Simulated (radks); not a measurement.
The numbers below are computed, except where a source is named.
Species: Zr17+. Configuration: [Ar] 3d5. Level of theory: scalar-relativistic Kohn-Sham, PBE, spin-polarised, spherical densities, point nucleus; open shells are filled with parallel spins first (spin-orbit coupling, left out, can overturn this in heavy ions) (a radial shooting solver on a logarithmic mesh with Libxc functionals).

Radial electron density D(r) = 4 pi r^2 rho(r):

r (bohr)  D(r) (e/bohr)  spin D(r)
0.001611          1.659  -0.000129
0.001816          2.053  -0.000159
0.002048          2.535  -0.000196
0.002327          3.166  -0.000245
0.002624          3.889  -0.000301
0.002958          4.763  -0.000368
0.003336          5.814  -0.000449
0.003791          7.160  -0.000552
0.004274          8.666  -0.000667
0.004819          10.44  -0.000802
0.005477          12.65  -0.000969
0.006176          15.05   -0.00115
0.006963          17.77   -0.00136
0.007914          21.04   -0.00160
0.008923          24.43   -0.00185
0.01006           28.07   -0.00211
0.01134           31.89   -0.00238
0.01289           36.03   -0.00267
0.01454           39.82   -0.00291
0.01639           43.32   -0.00310
0.01863           46.49   -0.00320
0.021             48.72   -0.00313
0.02368           50.05   -0.00279
0.02691           50.36   -0.00189
0.03035           49.61  -0.000144
0.03421           48.05    0.00319
0.03858           46.03    0.00940
0.04384           43.93     0.0218
0.04943           42.67     0.0431
0.05574           42.66     0.0806
0.06335           44.43      0.151
0.07142           47.75      0.263
0.08053           52.15      0.446
0.09153           56.95      0.757
0.1032            60.19       1.21
0.1164            60.98       1.86
0.1312            58.64       2.77
0.1491            52.85       4.06
0.1681            45.56       5.59
0.1895            38.35       7.36
0.2154            32.88       9.39
0.2429            31.02       11.2
0.2739            32.13       12.6
0.3113            34.85       13.4
0.3509            36.53       13.1
0.3957            35.54       12.0
0.4461            31.28       10.0
0.5071            24.07       7.49
0.5717            16.53       5.12
0.6446            9.916       3.12
0.7326            4.888       1.60
0.826             2.134      0.736
0.9314           0.7808      0.290
1.059            0.2149     0.0878
1.193           0.05105     0.0231
1.346          0.009498    0.00480
1.517          0.001349   0.000762
1.724         0.0001207  0.0000767

D(r) has 3 maxima, at r = 0.0261, 0.114, 0.359 bohr, and minima at 0.0527, 0.245 bohr, inside which lie 2.04, 10.98 electrons.
